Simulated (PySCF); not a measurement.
## Pb(2+) (lead, charge +2) across methods

[Xe] 4f14 5d10 6s1 7s1, high-spin 3S determinant (an excited configuration). Calculation: PySCF 2.14, in aug-cc-pwCVTZ-DK3 (11s10p8d5f1g, 125 functions); the spin-free X2C one-electron Hamiltonian (Gaussian nucleus).

```tsv
method	E (hartree)	mean ε 5d β (eV)	mean ε 6s α (eV)	mean ε 7s α (eV)	Σ⟨r²⟩ (bohr²)	⟨S²⟩
r2SCAN	-20882.63	-43.317	-31.947	-11.705	64.46	2.001
UHF	-20876.58278	-50.997	-35.106	-12.891	66.52	2.001
LDA	-20869.97	-42.996	-32.227	-11.746	64.09	2.000
PBE	-20882.71	-42.731	-31.775	-11.754	64.32	2.000
```

Question: Estimate the same row for PBE0.

Answer: E (hartree) = -20882.41; mean ε 5d β (eV) = -45.101; mean ε 6s α (eV) = -32.807; mean ε 7s α (eV) = -12.144; Σ⟨r²⟩ (bohr²) = 64.62; ⟨S²⟩ = 2.001.

Spin-orbit coupling, which splits the p, d and f shells strongly at this Z, is absent. The outer electron is Rydberg-like, and this basis confines it to a smaller radius and binds it less than a complete one would.
